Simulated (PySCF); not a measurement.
Electric field gradients and quadrupole coupling constants

C6H11FO.
Atom-mapped SMILES: `[CH2:1]=[C:2]([CH2:3][F:4])[CH2:5][CH2:6][O:7][CH3:8]` (hydrogens: H9, H10 on C1; H11, H12 on C3; H13, H14 on C5; H15, H16 on C6; H17, H18, H19 on C8)

Structure used (GFN2-xTB), in Å, numbered top down from 1:
```
atom  x, y, z in Å
C1    -1.8476   -1.8104   -0.6889
C2    -1.4970   -0.6321   -0.1981
C3    -2.2292    0.6186   -0.6060
F4    -1.4828    1.3640   -1.4982
C5    -0.3598   -0.4607    0.7667
C6     0.8458    0.2270    0.1201
O7     1.9049    0.2183    1.0519
C8     3.0671    0.8334    0.5639
H9    -1.3340   -2.7136   -0.4078
H10   -2.6607   -1.9190   -1.3866
H11   -3.1686    0.3839   -1.1160
H12   -2.4181    1.2721    0.2531
H13   -0.6776    0.1380    1.6233
H14   -0.0322   -1.4337    1.1333
H15    0.6019    1.2603   -0.1645
H16    1.1388   -0.3153   -0.7928
H17    3.8151    0.7577    1.3507
H18    3.4345    0.3304   -0.3398
H19    2.8898    1.8904    0.3281
```

Field gradients from the PBE0/pcSseg-1 density (PySCF, non-relativistic), principal values in atomic units, ordered |Vxx| ≤ |Vyy| ≤ |Vzz|:

| atom | Vxx | Vyy | Vzz |
| --- | --- | --- | --- |
| O7 | 0.0481 | 2.0067 | -2.0547 |

Find the asymmetry η = (Vxx − Vyy)/Vzz and the couplings χ = eQV/h (234.96 MHz × Q in barn × V in au), with Q(17O) = −0.0256 b.

| atom | environment | nucleus | η | χzz (MHz) | χxx (MHz) | χyy (MHz) |
| --- | --- | --- | --- | --- | --- | --- |
| O7 | ether oxygen | 17O | 0.95 | 12.36 | -0.29 | -12.07 |

At O7 η is above 0.9: Vyy and Vzz are nearly equal in size and opposite in sign, so a small change could swap them and flip the sign of χzz. The tensor is traceless: Vxx + Vyy + Vzz = 0.

What is Vzz at O7 in SI units (1 au = 9.71736 × 10²¹ V/m²)?

-2.0547 au = -19.967 × 10²¹ V/m².

And the gradient at the other heavy atoms, for which no coupling is worked out here?

```tsv
atom	environment	Vzz (au)	η
C1	terminal =CH2 carbon	0.319	0.35
C2	fully substituted alkene carbon	0.305	0.64
C3	sp3 C–F carbon	0.534	0.16
F4	alkyl fluorine	3.091	0.05
C5	allylic carbon	-0.080	0.30
C6	sp3 carbon bound to oxygen	0.347	0.26
C8	methoxy carbon	0.363	0.09
```

What couplings would deuterons (Q(2H) = 0.00286 b) have in place of the hydrogens, at this geometry?

| atom | bonded to | bond length (Å) | Vzz (au) | η | χzz (kHz) |
| --- | --- | --- | --- | --- | --- |
| H9 | C1 | 1.076 | 0.3369 | 0.05 | 226 |
| H10 | C1 | 1.077 | 0.3359 | 0.06 | 226 |
| H11 | C3 | 1.094 | 0.2890 | 0.06 | 194 |
| H12 | C3 | 1.096 | 0.2859 | 0.06 | 192 |
| H13 | C5 | 1.092 | 0.3024 | 0.01 | 203 |
| H14 | C5 | 1.090 | 0.3046 | 0.01 | 205 |
| H15 | C6 | 1.099 | 0.2801 | 0.06 | 188 |
| H16 | C6 | 1.102 | 0.2791 | 0.07 | 188 |
| H17 | C8 | 1.088 | 0.3077 | 0.06 | 207 |
| H18 | C8 | 1.098 | 0.2892 | 0.08 | 194 |
| H19 | C8 | 1.097 | 0.2893 | 0.08 | 194 |

Geometry: GFN2-xTB, one conformer, isolated molecule. GFN2-xTB bond lengths can be off by several hundredths of an ångström, more for odd bonds, and the gradients follow them. The small basis limits the accuracy of the gradients.
